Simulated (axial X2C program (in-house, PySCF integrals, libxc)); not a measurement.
# ScS⁺: cheaper levels and CCSD(T), two-component

All values were computed with an in-house relativistic program for diatomic molecules. Two-component (2c) means X2C with spin–orbit coupling and atomic mean-field two-electron Coulomb and Gaunt terms. Basis: Sc dyall-cv3z [10s11p7d5f2g], S dyall-av3z [9s8p3d2f] (cores contracted in-house); Gaussian nuclei, density fitting, unrestricted open shells. Masses: Sc 44.956 u, S 31.972 u.

State: Ω = 0 (closed shell); fragments Sc+ + S.

| level | Re (Å) | ωe (cm⁻¹) |
| --- | --- | --- |
| PBE0 | 2.071 | 638.2 |
| HF | 2.078 | 676.5 |
| CCSD | 2.096 | 631.6 |
| M06 | 2.079 | 626.3 |

Correlated methods: 8 electrons correlated (number of frozen shells: Sc 3 s, 2 p; S 2 s, 1 p), 302 virtual spin orbitals or spinors in MP2, 90 natural virtuals in coupled cluster.

CCSD(T), same Hamiltonian and basis:

Re = 2.128 Å, ωe = 575.6 cm⁻¹; T1 = 0.036 (Lee–Taylor normalisation).

Q: Give the differences from CCSD(T) in the columns below.

A: 

```
level  ΔRe (Å)  Δωe (cm⁻¹)
 PBE0   -0.057          63
   HF   -0.050         101
 CCSD   -0.032          56
  M06   -0.049          51
```

One determinant describes the state; a PBE0 search over occupations chose it and may have missed a lower one. The closed shell is kept restricted, so the energy runs too high when the bond is stretched far. De is not given where an atomic determinant may have missed its ground term or J level, or where the truncated virtual space spoils (T). CCSD and (T) use frozen natural virtuals with an MP2 correction for the truncation; (T) itself is uncorrected, so its De runs slightly low. The functionals have no current-density term, which raises determinants with orbital currents, atoms included. The outer-core s and p shells of the metal are frozen in the correlated rows, which leaves out core–valence correlation; for alkali and alkaline-earth bonds that tends to lengthen them. The T1 diagnostic is large, a sign of multireference character. The stretched end of a curve changes character and is left out.
